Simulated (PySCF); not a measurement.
AlH3OS. Atoms are numbered in the order given.

```xyz
6

Al    -0.5517    -0.5729     0.0000
H     -2.0880    -0.9123     0.0000
O      0.6658    -1.7604     0.0000
H      0.4821    -2.7029     0.0000
S      0.1268     1.5004     0.0000
H      1.4230     1.1396     0.0000
```
Charge 0, spin multiplicity 1.

Geometry optimised at TPSSh-D3(BJ)/def2-TZVP. The values are those of a single conformer.

These are r2SCAN/def2-TZVPD in PySCF values and carry that method's errors.

Gas-phase values at a fixed geometry.

```
Item                                                                                                           Result
---------------------------------------------------------------------------------------------  ----------------------
total energy                                                                                       -717.71169 hartree
point group                                                                                                        Cs
highest occupied level                                                                                       -6.79 eV
lowest empty level                                                                                           -1.07 eV
orbital gap                                                                                                   5.73 eV
dipole moment                                                                                                  1.75 D
quadrupole, principal values (traceless, Buckingham form, about the centre of nuclear charge)   -3.61, 0.24, 3.37 D·Å
mean static polarisability                                                                       53.7 bohr³ (7.96 Å³)
polarisability, principal values                                                               46.4, 51.2, 63.6 bohr³
```
